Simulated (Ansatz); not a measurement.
Born–Oppenheimer molecular dynamics of C2H8AlNSi (13 atoms, charge 0, multiplicity 1). It starts from a relaxed structure.

Level of theory: Ansatz, RKS LDA/STO-3G.

```json
{
  "ensemble": "NVE (velocity Verlet)",
  "time step": "1 fs",
  "steps asked": "400",
  "starting velocities drawn for": "400 K",
  "seed": "781359"
}
```

First frame:

```xyz
13
Properties=species:S:1:pos:R:3
C -1.241 1.871 1.862
N -0.006 1.470 1.744
Si 0.181 -0.255 1.175
Al 1.210 -0.284 -0.878
C 0.412 -1.264 -2.305
H -1.440 2.913 2.192
H -2.164 1.269 1.675
H -1.122 -0.910 1.241
H 0.996 -0.879 2.208
H 2.506 0.457 -1.089
H 0.255 -2.317 -2.032
H -0.580 -0.859 -2.554
H 1.014 -1.245 -3.223
```

**Question.** How far do the bonds stretch over the last three quarters of this one trajectory? (Pairs bonded in most of those frames.)

**Answer.** 
```
   bond  mean (Å)  spread (Å)  shortest  longest
  C1–N2     1.307       0.031      1.25     1.36
  C1–H6     1.114       0.015      1.08     1.15
  C1–H7     1.120       0.021      1.08     1.16
 N2–Si3     1.830       0.024      1.78     1.89
Si3–Al4     2.296       0.034      2.23     2.36
 Si3–H8     1.463       0.012      1.44     1.49
 Si3–H9     1.457       0.023      1.42     1.49
 Al4–C5     1.907       0.029      1.85     1.96
Al4–H10     1.515       0.054      1.44     1.59
 C5–H11     1.100       0.006      1.09     1.11
 C5–H12     1.100       0.003      1.09     1.11
 C5–H13     1.100       0.004      1.09     1.11
```

Mean temperature of the second half: 213 K. The conserved energy stayed within 0.73 meV per atom of its start (net change 0.35 meV per atom), so the integration is sound. The temperature averaged 0.53 of the 400 K drawn at the start: a run that starts near a minimum puts about half its kinetic energy into the potential. A run of 0.4 ps of so small a system gives no equilibrium averages. Limits of this set-up: minimal basis.

Time of the run: 6.9 min on 1 thread of Intel(R) Xeon(R) 6975P-C (Granite Rapids) (shared host), peak memory 0.11 GiB.
